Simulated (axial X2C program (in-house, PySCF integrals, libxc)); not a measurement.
# Excited states of AuCl by EOM-EE-CCSD

Computed with an axial X2C code built on PySCF integrals: two-component X2C with atomic mean-field Coulomb and Gaunt terms, Gaussian nuclei, basis Au dyall-acv3z, Cl dyall-av3z with contracted cores.

R = 2.221 Å (near the PBE0 minimum at charge 0 of the determinant lowest at the starting distance; the state shown can have its own minimum elsewhere).

Hartree–Fock spinors of AuCl (one of each Kramers pair; a window near the gap, which can cut inner shells):

```
  ω  occupied  ε (eV)                     character
1/2       yes  -14.35            66% Au d, 30% Cl p
3/2       yes  -13.78            86% Au d, 13% Cl p
5/2       yes  -13.04                     100% Au d
1/2       yes  -11.18   70% Cl p, 15% Au d, 8% Au s
3/2       yes  -10.77   71% Cl p, 21% Au d, 3% Au p
1/2       yes  -10.76  52% Cl p, 29% Au d, 13% Au s
1/2        no   -0.76   55% Au s, 30% Au p, 7% Cl p
1/2        no    0.36                      98% Au p
3/2        no    0.36                      99% Au p
1/2        no    0.39             95% Au p, 3% Au s
1/2        no    1.02   83% Au s, 11% Au p, 2% Cl p
1/2        no    1.47   83% Au p, 10% Au d, 4% Cl p
```

Vertical excitation energies from the closed-shell determinant state of AuCl:

| Ω | excitation (eV) | cm⁻¹ | hole of the leading pair | particle of the leading pair | weight of the pair (for Ω = 0 its time-reversed partner can hold as much again) | singles weight |
| --- | --- | --- | --- | --- | --- | --- |
| 0⁻ | 2.330 | 18792 | 35% Au dσ, 24% Au dπ, 14% Cl pπ | 50% Au sσ, 25% Au pσ, 12% Cl pσ | 0.48 | 0.96 |
| 1 | 2.330 | 18794 | 34% Au dσ, 25% Au dπ, 15% Cl pπ | 50% Au sσ, 25% Au pσ, 12% Cl pσ | 0.67 | 0.95 |
| 2 | 2.335 | 18832 | 54% Au dπ, 36% Cl pπ | 50% Au sσ, 24% Au pσ, 12% Cl pσ | 0.94 | 0.95 |
| 0⁺ | 2.627 | 21191 | 42% Au dπ, 35% Cl pπ, 11% Au dσ | 51% Au sσ, 25% Au pσ, 12% Cl pσ | 0.47 | 0.95 |
| 1 | 2.628 | 21197 | 49% Au dπ, 39% Cl pπ | 50% Au sσ, 24% Au pσ, 12% Cl pσ | 0.56 | 0.95 |
| 0⁻ | 3.084 | 24870 | 34% Cl pπ, 19% Au dσ, 19% Au dπ | 51% Au sσ, 23% Au pσ, 12% Cl pσ | 0.47 | 0.94 |
| 1 | 3.298 | 26596 | 46% Cl pπ, 24% Au dπ, 10% Cl pσ | 51% Au sσ, 23% Au pσ, 12% Cl pσ | 0.85 | 0.94 |
| 3 | 3.383 | 27288 | 100% Au dδ | 50% Au sσ, 26% Au pσ, 11% Cl pσ | 0.95 | 0.96 |

This point took 77 s on 1 thread of AMD EPYC 7R43 64-Core Processor (Zen 3), on a shared host.

Reference electrons by ω block (each with its −ω partner): 1/2: 28, 3/2: 14, 5/2: 5, 7/2: 1. 18 electrons of AuCl correlated (inner shells frozen), 84 natural virtual spinors (a truncated set); levels can be off by some tenths of an eV. Roots sought by Ω: (0: 5, 1: 4, 2: 3, 3: 1); rows need 60 % singles weight and stop where some Ω has no more roots. Missing are any skipped roots, higher Ω and states of a further excitation; these come out far too high here and may in truth be low or lowest. T1 of the reference 0.029 (Lee–Taylor). Number of frozen shells: Au 5 s, 4 p, 2 d, 1 f; Cl 2 s, 1 p. Large amplitudes in the reference (orbital relaxation or multireference character) lower the reliability.
